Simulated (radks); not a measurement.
The mean radii <r> (bohr) of the occupied orbitals of an atom or ion are listed with their occupations. Calculated with a radial shooting solver on a logarithmic mesh with Libxc functionals: scalar-relativistic Kohn-Sham, BLYP, spin-unpolarised, spherical densities, finite nucleus; Fermi nuclear charge, rms radius of each element as measured or else 0.836 A^(1/3) + 0.57 fm.

orbital  occ.      <r>
1s          2  0.02611
2s          2   0.1121
2p          6  0.09820
3s          2   0.2991
3p          6   0.2970
3d         10   0.2735
4s          2   0.6943
4p          6   0.7388
4d         10   0.8340
5s          2    1.671
5p          4    1.920

Name the element and its charge.

Answer. Z = 55, caesium, charge +3: Cs3+ in [Kr] 4d10 5s2 5p4. The 1s radius gives Z: for a bare nucleus <r> = (2 gamma + 1)/(2Z) with gamma = sqrt(1 - (Z/c)^2), 0.02574 bohr for Z = 55, and screening makes it slightly larger (0.02611 here). The occupations add up to 52, and the charge is Z minus that.
